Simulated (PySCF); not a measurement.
## Calculated data, AlBH3N, Al2BH3N, AlBFH2N, AlBH4N2 and others

Computed with PySCF 2.14.0. Calculation on a computer-drawn molecule: the log of a Hartree-Fock and frozen-core CCSD(T) single point meant for a local Hartree-Fock minimum, with one planted fault or none, to be diagnosed. Offsets are logged minus clean, where the clean run is the same molecule without the fault. The reference is restricted for singlets and unrestricted otherwise, and also for a bond in bohr or an excited solution. Adding or removing an electron swaps singlet and doublet. The excited solution moves the top pair (singlet) or top alpha electron (doublet) to the lowest empty orbital. Highest occupied and lowest empty are orbital energies over both spins, largest force is the largest gradient component, triples share is (T) over the correlation energy, the T1 limit is 0.02 restricted and 0.045 unrestricted, electrons count all cores, a negative frequency is imaginary (commonest isotopes), and the dipole is about the centre of nuclear charge.

Common to all runs: meant basis cc-pV(D+d)Z; logged SCF converged yes; possible faults no fault, one electron removed, one electron added, multiplicity raised by two, geometry at a saddle point, SCF held on an excited solution, minimal basis STO-3G, one bond length entered in bohr, all coordinates scaled.

(1) 
```xyz
6
formula=AlBH3N meant_charge=0 meant_multiplicity=1 logged_electrons=28 logged_basis_functions=66 logged_spin_squared=0 logged_highest_occupied=-11.817 logged_lowest_empty=0.89297 logged_largest_force=0.19754 logged_T1_diagnostic=0.013842 logged_D1_diagnostic=0.033346 logged_triples_share=0.029451 logged_CC_converged=yes logged_dipole_magnitude=0.58545 logged_SCF_stable_within_its_kind=yes logged_energy_HF=-322.73625 logged_energy_CCSD(T)=-323.07487 planted_fault=all_coordinates_scaled,by_-9.1_% HF_energy_offset_from_clean_run=38.38 CCSD(T)_energy_offset_from_clean_run=45.45
N      1.9191     1.2940    -0.3697
B      0.8964     0.9092    -0.6166
Al    -0.8608     0.2479    -1.0407
H      2.7372     1.6020    -0.1722
H     -1.1041    -0.3726    -2.3105
H     -1.9229     0.3768    -0.0857
```

Units: logged_highest_occupied, logged_lowest_empty in eV; logged_largest_force in hartree/bohr; logged_dipole_magnitude in debye; logged_energy_HF, logged_energy_CCSD(T) in hartree; HF_energy_offset_from_clean_run, CCSD(T)_energy_offset_from_clean_run in kcal/mol.

Drawn bonds:
```csv
atom,other atom,order
1,2,2
2,3,1
1,4,1
3,5,1
3,6,1
```

(2) 
```xyz
7
formula=Al2BH3N meant_charge=1 meant_multiplicity=1 logged_electrons=41 logged_basis_functions=89 logged_spin_squared=0.7664 logged_highest_occupied=-6.0534 logged_lowest_empty=0.49567 logged_largest_force=0.030523 logged_T1_diagnostic=0.022828 logged_D1_diagnostic=0.077039 logged_triples_share=0.037509 logged_CC_converged=yes logged_dipole_magnitude=0.29968 logged_SCF_stable_within_its_kind=yes logged_energy_HF=-564.67591 logged_energy_CCSD(T)=-565.08337 planted_fault=one_electron_added HF_energy_offset_from_clean_run=-129.2 CCSD(T)_energy_offset_from_clean_run=-137.9
N     -2.4771    -0.2195    -2.1594
B     -2.1803     0.5299    -1.2387
Al    -1.6341     1.6924     0.3981
Al    -0.6461     0.1710     2.4160
H     -2.7307    -0.7900    -2.9274
H     -1.6406     3.2024     0.7768
H     -0.0776    -0.7112     3.5739
```

Units: logged_highest_occupied, logged_lowest_empty in eV; logged_largest_force in hartree/bohr; logged_dipole_magnitude in debye; logged_energy_HF, logged_energy_CCSD(T) in hartree; HF_energy_offset_from_clean_run, CCSD(T)_energy_offset_from_clean_run in kcal/mol.

Drawn bonds:
```csv
atom,other atom,order
1,2,2
2,3,1
3,4,1
1,5,1
3,6,1
4,7,1
```

(3) 
```xyz
7
formula=Al2BH3N meant_charge=1 meant_multiplicity=1 logged_electrons=40 logged_basis_functions=31 logged_spin_squared=0 logged_highest_occupied=-12.323 logged_lowest_empty=1.3329 logged_largest_force=0.069943 logged_T1_diagnostic=0.019601 logged_D1_diagnostic=0.05174 logged_triples_share=0.02861 logged_CC_converged=yes logged_dipole_magnitude=5.5219 logged_SCF_stable_within_its_kind=yes logged_energy_HF=-557.72871 logged_energy_CCSD(T)=-557.94393 planted_fault=minimal_basis_STO-3G HF_energy_offset_from_clean_run=4230 CCSD(T)_energy_offset_from_clean_run=4342
N     -2.4771    -0.2195    -2.1594
B     -2.1803     0.5299    -1.2387
Al    -1.6341     1.6924     0.3981
Al    -0.6461     0.1710     2.4160
H     -2.7307    -0.7900    -2.9274
H     -1.6406     3.2024     0.7768
H     -0.0776    -0.7112     3.5739
```

Units: logged_highest_occupied, logged_lowest_empty in eV; logged_largest_force in hartree/bohr; logged_dipole_magnitude in debye; logged_energy_HF, logged_energy_CCSD(T) in hartree; HF_energy_offset_from_clean_run, CCSD(T)_energy_offset_from_clean_run in kcal/mol.

Drawn bonds:
```csv
atom,other atom,order
1,2,2
2,3,1
3,4,1
1,5,1
3,6,1
4,7,1
```

(4) 
```xyz
6
formula=AlBFH2N meant_charge=0 meant_multiplicity=1 logged_electrons=36 logged_basis_functions=75 logged_spin_squared=0 logged_highest_occupied=-10.991 logged_lowest_empty=0.59134 logged_largest_force=0.089181 logged_T1_diagnostic=0.020384 logged_D1_diagnostic=0.053846 logged_triples_share=0.031235 logged_CC_converged=yes logged_dipole_magnitude=1.9053 logged_SCF_stable_within_its_kind=yes logged_energy_HF=-421.71921 logged_energy_CCSD(T)=-422.25937 planted_fault=all_coordinates_scaled,by_+6.8_% HF_energy_offset_from_clean_run=17.47 CCSD(T)_energy_offset_from_clean_run=9.203
N     -2.1815    -1.8329     2.5250
B     -1.8663    -2.1003     1.2776
Al    -1.3259    -2.5114    -0.8620
F     -1.1909    -4.2044    -1.3475
H     -2.4346    -1.6322     3.5275
H     -1.0400    -1.3564    -2.0371
```

Units: logged_highest_occupied, logged_lowest_empty in eV; logged_largest_force in hartree/bohr; logged_dipole_magnitude in debye; logged_energy_HF, logged_energy_CCSD(T) in hartree; HF_energy_offset_from_clean_run, CCSD(T)_energy_offset_from_clean_run in kcal/mol.

Drawn bonds:
```csv
atom,other atom,order
1,2,2
2,3,1
3,4,1
1,5,1
3,6,1
```

Notes: T1 above single-reference limit.

(5) 
```xyz
6
formula=AlBFH2N meant_charge=0 meant_multiplicity=1 logged_electrons=37 logged_basis_functions=75 logged_spin_squared=0.7677 logged_highest_occupied=0.13307 logged_lowest_empty=7.2216 logged_largest_force=0.042689 logged_T1_diagnostic=0.016555 logged_D1_diagnostic=0.045101 logged_triples_share=0.02691 logged_CC_converged=yes logged_dipole_magnitude=2.4862 logged_SCF_stable_within_its_kind=yes logged_energy_HF=-421.7275 logged_energy_CCSD(T)=-422.26011 planted_fault=one_electron_added HF_energy_offset_from_clean_run=12.27 CCSD(T)_energy_offset_from_clean_run=8.742
N     -2.0426    -1.7162     2.3642
B     -1.7474    -1.9666     1.1963
Al    -1.2415    -2.3515    -0.8071
F     -1.1151    -3.9367    -1.2617
H     -2.2796    -1.5283     3.3029
H     -0.9738    -1.2700    -1.9074
```

Units: logged_highest_occupied, logged_lowest_empty in eV; logged_largest_force in hartree/bohr; logged_dipole_magnitude in debye; logged_energy_HF, logged_energy_CCSD(T) in hartree; HF_energy_offset_from_clean_run, CCSD(T)_energy_offset_from_clean_run in kcal/mol.

Drawn bonds:
```csv
atom,other atom,order
1,2,2
2,3,1
3,4,1
1,5,1
3,6,1
```

Notes: highest electron not bound in this basis.

(6) 
```xyz
8
formula=AlBH4N2 meant_charge=0 meant_multiplicity=1 logged_electrons=36 logged_basis_functions=85 logged_spin_squared=0 logged_highest_occupied=-10.384 logged_lowest_empty=1.2786 logged_largest_force=0.087632 logged_T1_diagnostic=0.022272 logged_D1_diagnostic=0.065428 logged_triples_share=0.037104 logged_CC_converged=yes logged_dipole_magnitude=1.4614 logged_SCF_stable_within_its_kind=yes logged_energy_HF=-377.82921 logged_energy_CCSD(T)=-378.37856 planted_fault=all_coordinates_scaled,by_+8.8_% HF_energy_offset_from_clean_run=35.61 CCSD(T)_energy_offset_from_clean_run=22.22
N     -0.6234    -0.8156     2.5928
B     -0.7124     0.2215     1.7466
Al    -0.8614     1.9995     0.2923
N     -2.2778     3.2655     0.5421
H     -0.5490    -1.6461     3.2672
H      0.2368     2.2411    -1.0027
H     -2.4489     4.1446    -0.0818
H     -3.0362     3.2216     1.3257
```

Units: logged_highest_occupied, logged_lowest_empty in eV; logged_largest_force in hartree/bohr; logged_dipole_magnitude in debye; logged_energy_HF, logged_energy_CCSD(T) in hartree; HF_energy_offset_from_clean_run, CCSD(T)_energy_offset_from_clean_run in kcal/mol.

Drawn bonds:
```csv
atom,other atom,order
1,2,2
2,3,1
3,4,1
1,5,1
3,6,1
4,7,1
4,8,1
```

Notes: T1 above single-reference limit.

(7) 
```xyz
5
formula=AlBFHN meant_charge=0 meant_multiplicity=2 logged_electrons=35 logged_basis_functions=70 logged_spin_squared=0.9218 logged_highest_occupied=-6.2402 logged_lowest_empty=-1.7188 logged_largest_force=0.029686 logged_dipole_magnitude=3.2202 logged_SCF_stable_within_its_kind=no logged_energy_HF=-421.04369 planted_fault=SCF_held_on_an_excited_solution HF_energy_offset_from_clean_run=59.73
N     -0.7858    -1.5796    -1.1362
B     -1.7632    -0.8602    -1.3422
Al    -3.4912     0.2968    -1.7828
F     -3.6512     1.7197    -0.9453
H      0.0040    -2.1425    -0.9576
```

Units: logged_highest_occupied, logged_lowest_empty in eV; logged_largest_force in hartree/bohr; logged_dipole_magnitude in debye; logged_energy_HF in hartree; HF_energy_offset_from_clean_run in kcal/mol.

Drawn bonds:
```csv
atom,other atom,order
1,2,2
2,3,1
3,4,1
1,5,1
```

Notes: coupled-cluster numbers left out as unreliable.

(8) 
```xyz
6
formula=AlBH2NO meant_charge=0 meant_multiplicity=2 logged_electrons=34 logged_basis_functions=75 logged_spin_squared=0 logged_highest_occupied=-16.352 logged_lowest_empty=-7.1087 logged_largest_force=0.039968 logged_T1_diagnostic=0.022793 logged_D1_diagnostic=0.057281 logged_triples_share=0.034691 logged_CC_converged=yes logged_dipole_magnitude=4.0751 logged_SCF_stable_within_its_kind=yes logged_energy_HF=-396.839 logged_energy_CCSD(T)=-397.35182 planted_fault=one_electron_removed HF_energy_offset_from_clean_run=179.9 CCSD(T)_energy_offset_from_clean_run=176.4
N     -1.8058    -1.3614     0.5298
B     -0.6719    -1.3427     0.0462
Al     1.3169    -1.3652    -0.7307
O      1.6696    -0.4247    -2.0907
H     -2.7127    -1.3761     0.9160
H      1.1107     0.1415    -2.5978
```

Units: logged_highest_occupied, logged_lowest_empty in eV; logged_largest_force in hartree/bohr; logged_dipole_magnitude in debye; logged_energy_HF, logged_energy_CCSD(T) in hartree; HF_energy_offset_from_clean_run, CCSD(T)_energy_offset_from_clean_run in kcal/mol.

Drawn bonds:
```csv
atom,other atom,order
1,2,2
2,3,1
3,4,1
1,5,1
4,6,1
```

Notes: T1 above single-reference limit.
